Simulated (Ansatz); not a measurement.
Wavefunction ladder for `O=C(O)[SeH]`

| atom | x (Å) | y (Å) | z (Å) |
| --- | --- | --- | --- |
| O1 | 0.1911 | 0.3685 | 1.2834 |
| C2 | -0.0892 | 0.1476 | 0.1464 |
| O3 | -1.0539 | 0.7688 | -0.5429 |
| Se4 | 0.7475 | -1.1418 | -1.0066 |
| H5 | -1.4590 | 1.4115 | 0.0586 |
| H6 | 1.6635 | -1.5546 | 0.0611 |

Total charge 0; spin multiplicity 1. Correlated methods include outer-core shells of Se, which these sets cover unevenly. Scalar relativity is left out up to krypton. The geometry is a stationary point of PBE0-D4/def2-TZVP. It is one conformer, not always the lowest. Frozen core, restricted reference, Ansatz.

```
     basis      HF (Eh)  MP2 corr.  CCSD corr.       (T)  CCSD(T) total
  def2-SVP  -2588.16408   -0.73064    -0.74208  -0.02280    -2588.92896
def2-TZVPP  -2588.69376   -0.89595    -0.90144  -0.03827    -2589.63347
def2-QZVPP  -2588.74960   -1.24718           –         –              –
```
